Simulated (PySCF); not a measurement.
CBrN3O.
Bonds: Br1–C2, C2–N3 (aromatic), N3–N4 (aromatic), N4–O5 (aromatic), O5–N6 (aromatic), C2–N6 (aromatic).

Computed by this run: PBE0-D3(BJ)/def2-SVP geometry optimisation, gas phase (PySCF 2.14.0); density fitting, grid level 1; the optimiser is geomeTRIC in internal coordinates, started from a GFN2-xTB structure with every atom displaced at random (about 0.01 Å).

Step 1: E = -77566.1559 eV
```
atom  x, y, z in Å  |  force x, y, z in eV/Å
Br1     1.7327   -0.3464   -0.3898    0.247   0.004   0.133
C2     -0.0301   -0.2960    0.1019    0.016  -0.141   0.017
N3     -0.8534   -1.3777    0.0043   -1.398   0.273  -0.181
N4     -2.0326   -0.9597    0.2605    1.524  -0.351   0.098
O5     -1.9314    0.3542    0.5732   -0.322   0.110   0.107
N6     -0.6711    0.7703    0.4820   -0.066   0.105  -0.174
```

Step 2: E = -77566.1549 eV
```
atom  x, y, z in Å  |  force x, y, z in eV/Å
Br1     1.7632   -0.3524   -0.3117   -0.105  -0.011  -0.055
C2     -0.0418   -0.2955    0.0429   -0.133   0.414  -0.547
N3     -0.8856   -1.3614   -0.0850   -0.437  -0.010   1.074
N4     -2.0096   -0.9727    0.3449    0.153  -0.312  -0.870
O5     -1.9279    0.3496    0.6240    0.240  -0.141   0.053
N6     -0.6841    0.7770    0.4170    0.282   0.060   0.345
```

Step 3: E = -77566.1951 eV
```
atom  x, y, z in Å  |  force x, y, z in eV/Å
Br1     1.7593   -0.3526   -0.3226   -0.095   0.000  -0.071
C2     -0.0468   -0.2868    0.0250    0.134   0.114   0.280
N3     -0.8774   -1.3716   -0.0401   -0.362   0.189  -0.090
N4     -2.0176   -0.9678    0.3073    0.249  -0.318   0.065
O5     -1.9251    0.3461    0.6247   -0.038   0.103  -0.167
N6     -0.6783    0.7772    0.4377    0.112  -0.087  -0.018
```

**Question.** Estimate the geometry and energy of step 4. (The exact step hangs on the optimiser's Hessian estimate; all steps are aligned on step 3, rigid shifts and turns removed.)

**Answer.** E = -77566.1972 eV, largest force 0.412 eV/Å
```
atom  x, y, z in Å  |  force x, y, z in eV/Å
Br1     1.7490   -0.3503   -0.3521    0.034  -0.014   0.032
C2     -0.0390   -0.2896    0.0615    0.090  -0.006   0.050
N3     -0.8746   -1.3698   -0.0303   -0.198  -0.040   0.051
N4     -2.0190   -0.9716    0.3009    0.313  -0.021  -0.234
O5     -1.9303    0.3514    0.5888   -0.154   0.149   0.352
N6     -0.6720    0.7745    0.4633   -0.086  -0.069  -0.252
```

The energy changes by -0.0021 eV. The first-order estimate −F·Δx gives -0.0202 eV and the mean of the old and new forces, exact on a quadratic surface, -0.0022 eV. The step makes an angle of 66° with the force vector and moves no atom by more than 0.037 Å.

What follows is the cost of the whole optimisation. Hardware: one thread of an Arm Neoverse V2, no GPU, shared host with 96 logical CPUs at a one-minute load of 25. Cost: 35 s, 0.42 GiB resident at most.
